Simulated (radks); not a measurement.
Values are calculated unless marked as measured or tabulated.
The table gives one normalised radial function P(r) = r R(r) of Pd in [Kr] 4d10 (r in bohr). Level of theory: scalar-relativistic Kohn-Sham, LDA (Slater exchange, Perdew-Wang correlation), spin-unpolarised, spherical densities, finite nucleus; Fermi nuclear charge, rms radius 4.5318 fm (a radial shooting solver on a logarithmic mesh with Libxc functionals).

r	P
0.002472	0.0035
0.002832	0.0045
0.003245	0.0057
0.003718	0.0072
0.004259	0.0092
0.004919	0.0119
0.005635	0.0151
0.006456	0.0192
0.007397	0.0243
0.008475	0.0308
0.009709	0.0388
0.01112	0.0487
0.01274	0.0609
0.0146	0.0757
0.01673	0.0936
0.01916	0.1150
0.02196	0.1401
0.02516	0.1690
0.02882	0.2016
0.03302	0.2373
0.03783	0.2750
0.04334	0.3127
0.04965	0.3476
0.05689	0.3758
0.06518	0.3925
0.07467	0.3919
0.08624	0.3658
0.0988	0.3112
0.1132	0.2241
0.1297	0.1044
0.1486	-0.0429
0.1702	-0.2065
0.195	-0.3682
0.2234	-0.5045
0.256	-0.5893
0.2933	-0.5985
0.336	-0.5159
0.3849	-0.3388
0.441	-0.0806
0.5053	0.2284
0.5789	0.5454
0.6632	0.8230
0.7598	1.0199
0.8705	1.1105
0.9973	1.0917
1.143	0.9820
1.309	0.8139
1.512	0.6127
1.732	0.4324
1.984	0.2818
2.274	0.1688
2.605	0.0922
2.984	0.0456
3.419	0.0201
3.917	0.0078
4.488	0.0026
5.141	0.0007
5.89	0.0002

Which n and l does it have? It may be an empty orbital.

Answer. n = 4, l = 1: the number of nodes gives n - l - 1 = 2, the rise at small r (about r^(l+1), flatter next to the nucleus through relativity) gives l, and the extent must fit the shell. The curve is that of 4p. 4p: eigenvalue -51.361 eV, 2 radial nodes at r = 0.143, 0.458 bohr, <r> = 1.04 bohr, 90 % of the charge inside 1.55 bohr.
